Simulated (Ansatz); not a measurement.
Steps of a relaxation of CH4BGeI, SMILES `[I][GeH]1[BH][CH2]1` with RKS PBE-D4/def2-SVP.

```sh
$ ansatz run in.yaml --threads 4 --pin off --events-out ev --progress --plain --max-ram 10444MiB
```

```yaml
crystal:
  periodic: [false, false, false]
  atoms:
    - {symbol: I, position_ang: [-2.369100, 1.518600, -0.966300]}
    - {symbol: Ge, position_ang: [-0.071700, 0.606300, -0.912200]}
    - {symbol: B, position_ang: [0.288400, 0.074700, 1.108800]}
    - {symbol: C, position_ang: [0.221000, -0.981800, -0.008500]}
    - {symbol: H, position_ang: [1.153400, 1.450200, -1.372000]}
    - {symbol: H, position_ang: [0.503300, 0.378500, 2.251600]}
    - {symbol: H, position_ang: [1.111200, -1.531300, -0.243700]}
    - {symbol: H, position_ang: [-0.744400, -1.572300, 0.086500]}
basis:
  gaussian: {orbitals: def2-SVP}
hamiltonian: {xc: pbe, dispersion: d4}
relax: {f_tol: 0.03, max_steps: 200}
```

Positions (Å) and forces (eV/Å) along the path, 16 of 18 steps:

```xyz
8
step=1 energy=-66375.8301 eV
I    -2.369    1.519   -0.966   -0.623    0.200   -0.201
Ge   -0.072    0.606   -0.912    0.779    2.427   -0.407
B     0.288    0.075    1.109    0.100    0.755   -0.874
C     0.221   -0.982   -0.009   -1.449   -1.928    2.008
H     1.153    1.450   -1.372   -0.400   -0.077   -0.126
H     0.503    0.379    2.252   -0.051   -0.296    0.148
H     1.111   -1.531   -0.244    0.764   -1.028   -0.374
H    -0.744   -1.572    0.086    0.881   -0.053   -0.174
8
step=2 energy=-66376.2267 eV
I    -2.452    1.546   -1.139    0.465   -0.216   -0.056
Ge   -0.036    0.692   -0.835   -0.234    1.359    0.507
B     0.372    0.085    1.117   -0.383    0.737   -0.407
C     0.213   -1.011    0.038   -0.046   -1.008    0.395
H     1.106    1.556   -1.416   -0.172   -0.206   -0.306
H     0.554    0.303    2.290    0.074   -0.268    0.042
H     1.071   -1.636   -0.255    0.017   -0.334   -0.100
H    -0.736   -1.591    0.145    0.278   -0.063   -0.076
8
step=3 energy=-66376.4707 eV
I    -2.462    1.542   -1.229    0.579   -0.213    0.051
Ge   -0.017    0.826   -0.696   -0.191    0.609   -0.052
B     0.365    0.106    1.151   -0.008    0.024    0.306
C     0.215   -1.011    0.071    0.451   -0.106   -0.486
H     1.074    1.544   -1.574   -0.385   -0.370    0.055
H     0.571    0.211    2.345   -0.022   -0.065   -0.120
H     1.059   -1.666   -0.268   -0.277    0.224    0.201
H    -0.712   -1.610    0.143   -0.148   -0.103    0.045
8
step=5 energy=-66376.5788 eV
I    -2.404    1.485   -1.260    0.105   -0.002    0.034
Ge    0.002    0.947   -0.600    0.052    0.055   -0.093
B     0.378    0.085    1.206    0.074   -0.237   -0.125
C     0.208   -0.949    0.049   -0.023    0.154    0.103
H     1.014    1.405   -1.692   -0.140   -0.097    0.130
H     0.548    0.123    2.408   -0.085    0.069   -0.072
H     1.053   -1.577   -0.302   -0.009    0.087   -0.001
H    -0.706   -1.576    0.137    0.026   -0.029    0.024
8
step=6 energy=-66376.6014 eV
I    -2.380    1.511   -1.233   -0.117    0.057   -0.018
Ge    0.002    0.958   -0.589    0.156    0.083    0.065
B     0.385    0.070    1.202    0.094   -0.023   -0.086
C     0.211   -0.939    0.039   -0.238   -0.132    0.261
H     0.997    1.336   -1.703    0.023   -0.016   -0.063
H     0.488    0.133    2.408   -0.117    0.013   -0.036
H     1.068   -1.527   -0.339    0.044    0.054   -0.126
H    -0.680   -1.599    0.160    0.156   -0.036    0.003
8
step=7 energy=-66376.6858 eV
I    -2.332    1.586   -1.161   -0.406    0.182   -0.091
Ge    0.022    0.992   -0.558    0.461    0.355    0.096
B     0.409    0.046    1.195    0.029    0.294    0.291
C     0.213   -0.924    0.033   -0.205   -1.269    0.731
H     0.972    1.165   -1.752    0.036   -0.007   -0.184
H     0.309    0.159    2.415   -0.121   -0.099   -0.470
H     1.093   -1.391   -0.476   -0.380    0.293   -0.101
H    -0.594   -1.690    0.249    0.585    0.250   -0.271
8
step=8 energy=-66376.7822 eV
I    -2.296    1.688   -1.095   -0.351    0.193   -0.084
Ge    0.050    1.013   -0.522    0.631    0.575   -0.329
B     0.422    0.036    1.203   -0.267    0.360    0.671
C     0.233   -0.934    0.065    0.437   -2.082    0.534
H     0.937    0.995   -1.812   -0.218    0.059    0.130
H     0.134    0.187    2.415    0.129   -0.170   -0.980
H     1.104   -1.252   -0.616   -1.176    0.430    0.562
H    -0.493   -1.791    0.306    0.816    0.636   -0.506
8
step=9 energy=-66376.9017 eV
I    -2.286    1.765   -1.086   -0.153    0.108   -0.032
Ge    0.058    1.005   -0.527    0.428    0.471   -0.285
B     0.401    0.046    1.205   -0.147    0.194    0.586
C     0.260   -0.975    0.115    0.505   -1.660   -0.022
H     0.910    0.991   -1.845   -0.221   -0.026    0.207
H     0.092    0.201    2.406    0.071   -0.110   -0.909
H     1.097   -1.233   -0.642   -1.217    0.422    0.795
H    -0.439   -1.857    0.317    0.734    0.601   -0.341
8
step=10 energy=-66377.1063 eV
I    -2.237    1.897   -1.023   -0.043    0.077   -0.031
Ge    0.094    1.027   -0.521    0.062    0.249    0.074
B     0.388    0.053    1.202   -0.288   -0.171   -0.043
C     0.317   -1.035    0.189    0.667   -0.738   -0.409
H     0.837    0.900   -1.882   -0.046   -0.020    0.022
H    -0.062    0.227    2.323    0.119    0.035   -0.326
H     1.043   -1.157   -0.691   -0.812    0.124    0.806
H    -0.289   -1.970    0.348    0.340    0.444   -0.093
8
step=11 energy=-66377.1684 eV
I    -2.208    2.088   -0.981    0.026    0.030   -0.032
Ge    0.078    1.080   -0.501   -0.119    0.543   -0.584
B     0.301    0.024    1.110   -0.032    0.723    1.654
C     0.412   -1.100    0.234    0.249   -1.323   -1.010
H     0.748    0.836   -1.880   -0.013   -0.008   -0.074
H    -0.160    0.234    2.205   -0.057    0.018   -0.024
H     1.050   -1.167   -0.676   -0.189   -0.055    0.081
H    -0.128   -2.052    0.433    0.135    0.071   -0.012
8
step=12 energy=-66377.1697 eV
I    -2.176    2.238   -1.008    0.065    0.052    0.014
Ge    0.057    1.135   -0.487   -0.230    0.087   -0.441
B     0.256    0.036    1.122    0.413   -1.615   -0.705
C     0.491   -1.189    0.248   -0.483    1.530    1.025
H     0.668    0.819   -1.885    0.046    0.047   -0.018
H    -0.238    0.263    2.189   -0.047   -0.032    0.209
H     1.011   -1.196   -0.719    0.228   -0.058   -0.165
H     0.022   -2.163    0.484    0.008   -0.011    0.080
8
step=13 energy=-66377.1894 eV
I    -2.151    2.425   -0.942   -0.011   -0.119   -0.131
Ge   -0.056    1.030   -0.587    0.266    0.283    0.384
B     0.234    0.027    1.106   -0.047    0.073   -0.183
C     0.488   -1.148    0.263    0.030   -0.390   -0.102
H     0.647    0.771   -1.956   -0.147    0.001   -0.005
H    -0.287    0.181    2.180   -0.051    0.118    0.043
H     1.121   -1.190   -0.644   -0.101    0.043   -0.065
H     0.096   -2.153    0.523    0.060   -0.008    0.058
8
step=14 energy=-66377.2375 eV
I    -2.141    2.390   -1.040    0.104   -0.040    0.054
Ge    0.010    1.120   -0.512   -0.225    0.135   -0.235
B     0.233   -0.007    1.100   -0.084    0.024    0.257
C     0.492   -1.181    0.273    0.146   -0.195   -0.222
H     0.597    0.832   -1.933    0.050   -0.019    0.081
H    -0.271    0.179    2.178    0.030    0.077    0.052
H     1.032   -1.201   -0.694    0.004   -0.047    0.042
H     0.140   -2.190    0.573   -0.025    0.065   -0.031
8
step=15 energy=-66377.2441 eV
I    -2.163    2.358   -1.039    0.041   -0.019    0.012
Ge   -0.005    1.120   -0.517   -0.021    0.029   -0.051
B     0.238    0.000    1.105    0.013   -0.208   -0.029
C     0.486   -1.182    0.261   -0.004    0.172    0.058
H     0.634    0.832   -1.912   -0.008   -0.010    0.004
H    -0.237    0.203    2.196   -0.010    0.010   -0.007
H     1.047   -1.208   -0.692   -0.031   -0.006    0.007
H     0.093   -2.181    0.542    0.020    0.032    0.006
8
step=16 energy=-66377.2450 eV
I    -2.152    2.377   -1.032    0.001    0.001   -0.014
Ge   -0.010    1.116   -0.521    0.000    0.033   -0.014
B     0.228   -0.004    1.102    0.015   -0.052    0.055
C     0.496   -1.179    0.266   -0.055    0.019   -0.026
H     0.630    0.814   -1.912   -0.015    0.005   -0.007
H    -0.252    0.199    2.190    0.000    0.011    0.005
H     1.034   -1.196   -0.700    0.030   -0.029   -0.003
H     0.119   -2.183    0.550    0.024    0.012    0.004
8
step=18 energy=-66377.2457 eV
I    -2.149    2.385   -1.042   -0.005    0.003    0.001
Ge   -0.013    1.119   -0.518    0.001    0.008   -0.012
B     0.228   -0.008    1.104   -0.004   -0.025    0.016
C     0.493   -1.181    0.264    0.005    0.008   -0.004
H     0.618    0.817   -1.913    0.002   -0.003    0.001
H    -0.250    0.196    2.193    0.001    0.005   -0.002
H     1.041   -1.201   -0.697   -0.004   -0.007    0.003
H     0.124   -2.186    0.552    0.004    0.012   -0.002
```

Hardware: 4 threads of an Arm Neoverse V2 on a shared host. Wall time 18 s, peak host memory 0.17 GiB.
